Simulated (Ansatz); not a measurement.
Reactions of ClGeH7N2OSi (`[NH2][GeH2][O][SiH](N)Cl`).

Computed with Ansatz on PBE0-D4/def2-TZVP structures; ΔE is electronic, products minus reactants. CBS: MP2 limit from def2 TZ/QZ plus the TZ coupled-cluster correction, frozen cores. This one scheme is used for every species. DFT in def2-TZVPP. For Br, Ge outer-core shells are correlated without core-valence functions, which leaves a few kJ/mol of doubt a bond. Scalar relativity is left out up to krypton. One conformer a species, not always the lowest.

```
                                                                                    reaction  HF/CBS(def2) (kJ/mol)  B2PLYP (kJ/mol)  ωB97M-V (kJ/mol)  CCSD(T)/CBS(def2) (kJ/mol)
                        `[NH2][GeH2][O][SiH](N)Cl` + H₂S → `N[SiH](S)Cl` + `[NH2][GeH2][OH]`                     89               77                79                          77
`[NH2][GeH2][O][SiH](N)Cl` + `[NH2][GeH2][OH]` → `[NH2][GeH2][O][GeH2][NH2]` + `N[SiH](O)Cl`                      2               -1                 1                           0
                        `[NH2][GeH2][O][SiH](N)Cl` + H–F → `N[SiH](F)Cl` + `[NH2][GeH2][OH]`                    -25              -17               -10                          -6
                                   `[NH2][GeH2][O][SiH](N)Cl` → `[NH2][GeH]` + `N[SiH](O)Cl`                    139              132               138                         144
                       `[NH2][GeH2][O][SiH](N)Cl` + HBr → `N[SiH](Cl)Br` + `[NH2][GeH2][OH]`                     50               45                48                          45
                             `[NH2][GeH2][O][SiH](N)Cl` + H₂ → `N[SiH2][O][GeH2][NH2]` + HCl                     85               96               104                         102
                        `[NH2][GeH2][O][SiH](N)Cl` + H₂O → `[NH2][GeH2][OH]` + `N[SiH](O)Cl`                     22               25                31                          33
```

Largest T1 diagnostic: 0.015, for `[NH2][GeH]`.
